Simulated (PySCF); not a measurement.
# Absolute configuration from chiroptical data

Level of theory: TDDFT PBE0/def2-SVPD circular dichroism and optical rotation, one conformer, gas phase (PySCF 2.14.0). Geometry: GFN2-xTB.

States above about 6.7 eV lie in this functional's continuum (it starts at minus the energy of the highest occupied orbital, well below the true ionisation energy for most functionals) and depend on the basis.

Values for one enantiomer of C6H8OS, R in 10⁻⁴⁰ esu² cm² (velocity form):
```csv
λ (nm),f,R
252,0.040,+28.7
226,0.007,-12.8
210,0.025,+19.9
205,0.022,-19.1
200,0.012,+37.3
198,0.056,-41.2
190,0.014,+28.6
187,0.011,+7.6
182,0.022,-17.3
181,0.019,-22.6
177,0.019,-8.6
173,0.005,+9.6
```

[α] at 589.3 nm: +417 deg dm⁻¹ (g/mL)⁻¹ (origin-invariant length gauge).

Question: Which structure gives these signs?
A. C#C[C@H]1[C@H](C)C[S@]1=O
B. C#C[C@@H]1[C@@H](C)C[S@@]1=O

Answer: B. Its CIP labels in SMILES order are S, S, S; the other enantiomer gives every sign reversed.

Geometry of C#C[C@@H]1[C@@H](C)C[S@@]1=O as run:
```xyz
16

C     2.883   -0.797   -0.582
C     1.744   -0.456   -0.734
C     0.362   -0.120   -0.856
C    -0.220    0.657    0.338
C    -1.404    1.516   -0.080
C    -0.657   -0.573    1.130
S    -0.738   -1.610   -0.415
O     0.049   -2.822   -0.244
H     3.888   -1.075   -0.477
H     0.132    0.286   -1.841
H     0.522    1.273    0.853
H    -1.869    1.967    0.795
H    -1.080    2.314   -0.744
H    -2.150    0.914   -0.595
H     0.125   -0.973    1.769
H    -1.595   -0.492    1.673
```
